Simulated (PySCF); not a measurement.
## Computed properties of AlHF₂, SMILES [F][AlH][F]

AlHF2, SMILES [F][AlH][F]. Geometry: B3LYP-D3(BJ)/def2-TZVP. One conformer was computed; it need not be the lowest. All values are computed for the isolated molecule unless a solvent is named; none is compared with measurement here.

**Structure.** The optimised structure has C2v symmetry. All 6 harmonic modes at B3LYP-D3(BJ)/def2-TZVP (PySCF) are real, so it is a minimum. With heavy atoms numbered as in [AlH:1]([F:3])[F:4], the shortest bond between them is Al1–F3 at 1.644 Å and the longest Al1–F4 at 1.644 Å.

**Vibrations.** The strongest infrared lines (harmonic, unscaled, degenerate partners summed) lie at 922 cm⁻¹ (200 km/mol, Al 52 %, F 47 %), 493 cm⁻¹ (199 km/mol, H 72 %, Al 22 %), 658 cm⁻¹ (83 km/mol, H 93 %). The softest mode is at 261 cm⁻¹ and the zero-point energy is 7.4 kcal/mol.

**Electronic structure.** PBE0/def2-TZVPD (PySCF) places the frontier levels at -10.19 and -0.96 eV, a gap of 9.23 eV, and gives a dipole moment of 1.45 D and a mean polarisability of 24.4 bohr³.

**Excitations.** TDA-M06-2X/def2-SVPD (PySCF) has S1 at 7.98 eV (155 nm, f = 0.146, bright); the most intense of the 10 singlets computed lies at 8.94 eV (f = 0.26). T1 (TDA) is at 6.89 eV, 1.09 eV under S1. No vertical singlet excitation falls in the visible range (under 3.1 eV).

**NMR.** GIAO shifts at HF/pcSseg-2 (PySCF) (non-relativistic, atoms alike by connectivity averaged): ¹H at 4.4 ppm against TMS; ¹⁹F at -138.2 ppm against CFCl3.
